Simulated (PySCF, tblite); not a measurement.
Isomers of C4H3ClF2O2, one GFN2-xTB conformer each. Single-point energies are computed at PBE0/pcSseg-1 (PySCF, gas phase, no added dispersion term), electronic only.

Question: Rank them by PBE0/pcSseg-1 energy, lowest first (kcal/mol).
A. `[CH3:1][O:2]/[C:3]([F:4])=[C:5](\[F:6])[C:7](=[O:8])[Cl:9]` with C1–O2–C3–F4 0°, C3–C5–C7–O8 0°
B. `[O:1]=[CH:2][C@@:3]1([C:4]([F:5])([F:6])[Cl:7])[CH2:8][O:9]1` with O1–C2–C3–C4 -15°, C2–C3–C4–F5 65°

Answer: A (0.0), B (9.1).

As drawn, the lower has a C=C bond outside aromatic rings, which the higher lacks; the higher has a three-membered ring and two fluorines on one carbon, which the lower lacks. GFN2-xTB itself gives, in the same order: 0.0, 17.1. Both levels put the same isomer lowest.

Q: Which frontier levels, dipoles and rotational constants go with these structures?

A: 
| SMILES | HOMO (eV, PBE0/pcSseg-1) | LUMO (eV) | dipole (D) | A, B, C (MHz) |
| --- | --- | --- | --- | --- |
| CO/C(F)=C(\F)C(=O)Cl | -7.46 | -1.83 | 5.57 | 3185, 783.0, 631.0 |
| O=C[C@@]1(C(F)(F)Cl)CO1 | -8.22 | -1.68 | 3.37 | 1718, 1437, 1096 |

Q: What happens when harmonic zero-point energies from GFN2-xTB frequencies are added?

A: 
```tsv
SMILES	ZPE (kcal/mol)	electronic (kcal/mol)	with ZPE (kcal/mol)
CO/C(F)=C(\F)C(=O)Cl	42.0	0.0	0.0
O=C[C@@]1(C(F)(F)Cl)CO1	41.8	9.1	9.0
```

The zero-point energies span 0.2 kcal/mol. The order is unchanged.
